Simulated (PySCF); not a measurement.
# RbH⁻: from constants to spectrum

UHF-CCSD(T) constants of RbH⁻, ²Σ⁺ (doublet), unpaired electrons σ ↑ (Rb aug-cc-pVDZ-X2C, H aug-cc-pVDZ-DK; spin-free X2C with a Gaussian nucleus (PySCF 2.14); masses 84.9118 and 1.0078 u):

```
ωe              : 715.7 cm⁻¹
ωexe            : 16.3 cm⁻¹
Be              : 2.5315 cm⁻¹
αe              : 0.0878 cm⁻¹
D (centrifugal) : 0.000127 cm⁻¹
De to Rb + H⁻   : 1.40 eV
```

**Question.** Give the vibrational terms G(v) and spacings up to v = 5.

**Answer.** G(v) = ωe(v+½) − ωexe(v+½)².

| v | G(v) (cm⁻¹) | G(v) − G(v−1) | Bv (cm⁻¹) |
| --- | --- | --- | --- |
| 0 | 354 |  | 2.488 |
| 1 | 1037 | 683 | 2.400 |
| 2 | 1687 | 650 | 2.312 |
| 3 | 2305 | 618 | 2.224 |
| 4 | 2891 | 585 | 2.136 |
| 5 | 3443 | 553 | 2.049 |

**Question.** How well does the Morse estimate ωe²/(4ωexe) reproduce De, and what is D0?

**Answer.** It gives 0.97 eV, 70 % of the computed De. D0 = De − G(0) = 1.40 − 0.04 = 1.36 eV.

Correlated steps freeze 9 core orbitals. Correlated levels converge slowly with the basis: in double zeta they bind strong bonds too weakly, by up to about 1 eV, and carry superposition errors of some tenths. Spin–orbit coupling is left out. For an ion De counts to the pair picked by the measured ionisation energies or electron affinities, which need not be the lowest pair at this level. The state is the lowest determinant that a PBE0 search found; another state may lie lower at other levels.
